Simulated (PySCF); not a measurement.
C4H5FN2O (charge +1 and doublet state).
Z-matrix (Å and degrees, GFN2-xTB geometry), rows numbered from 1:
```
F 
C   1  1.3428
O   2  1.3965  1  112.22
C   3  1.2930  2  127.66  1     0.54
C   4  1.4362  3  124.70  2   179.62
C   5  1.3789  4  104.47  3  -179.93
N   6  1.3399  5  110.42  4    -0.11
N   7  1.3081  6  108.52  5     0.13
H   2  1.1036  1  109.02  3  -119.93
H   2  1.1038  1  108.99  3   119.95
H   5  1.0714  4  125.98  3    -0.00
H   6  1.0729  5  129.52  4   179.95
H   8  1.0163  4  129.55  3     0.02
```

The hyperfine couplings belong to this conformer and change with its torsions.

The species is `FCO[C+]1[CH]C=NN1` [radical] (charge +1).

Computed with PySCF 2.14.0, UKS B3LYP, pcH-1 on C F H N O, non-relativistic, mean-field spin-orbit, GIAO. Geometry: GFN2-xTB, one conformer, isolated ion. Couplings are sensitive to structure, and on GFN2-xTB geometries they can be far from those on DFT ones, by a factor of two or more for some ions and for spin on atoms past the first row. Stability of the SCF solution: not tested.

Question: Give the principal g shifts and their parts.

Answer: 
| Δg (ppm) | 1 | 2 | 3 |
| --- | --- | --- | --- |
| relativistic mass correction | -223 | -223 | -223 |
| gauge correction | -13 | 50 | 38 |
| orbital Zeeman/spin–orbit | -14 | 1550 | 2975 |
| total | -250 | 1377 | 2789 |

So g = 2.00207, 2.00370, 2.00511 and g_iso = 2.00362; the tensor is rhombic: the two nearest values differ by 46 % of g3 − g1. Axes: g2 points within 13° of the C5–C6 bond and g3 points within 3° of the C4–C5 bond.

Question: What effective moment and Curie constant follow for a powder?

Answer: With the mean of g² = 4.0145 and S(S+1) = 0.75: μ_eff = √(⟨g²⟩S(S+1)) = 1.735 μB and χT = 0.12505·⟨g²⟩·S(S+1) = 0.377 cm³ K/mol (cgs; spin-Hamiltonian part alone).

Question: At 9.463 GHz, how far is the centre of the isotropic spectrum from where a free electron (g = 2.002319) resonates?

Answer: B = hν/(g μB) with μB/h = 13.99624 MHz/mT gives 337.66 mT for the free electron and 337.44 mT at g_iso, 0.22 mT lower.

Question: In a frozen sample, at which fields do the three g values resonate at 9.5, 34, 94 and 263 GHz (hyperfine left aside), and which band first spreads them over more than twice a line width of 0.5 mT?

Answer: 
```csv
band,GHz,B(g3) mT,B(g2) mT,B(g1) mT,spread mT
X,9.5,338.51,338.75,339.03,0.51
Q,34.0,1211.52,1212.37,1213.36,1.84
W,94.0,3349.49,3351.85,3354.57,5.09
J,263.0,9371.44,9378.04,9385.67,14.23
```

The spread grows in proportion to the frequency. Q band is the first where it exceeds 1.0 mT.

The largest Mulliken spin populations are on N7 (+0.45), C5 (+0.27), C4 (+0.24) and O3 (+0.18). Four atoms exceed +0.15. The positive populations add up to 1.18 and the negative ones to -0.18, together 2S = 1.

The HOMO–LUMO gaps are 6.90 eV among the α and 3.14 eV among the β orbitals.

The SMILES draws the unpaired electron on C5; the largest computed Mulliken spin population is on N7 (0.45 against 0.27).
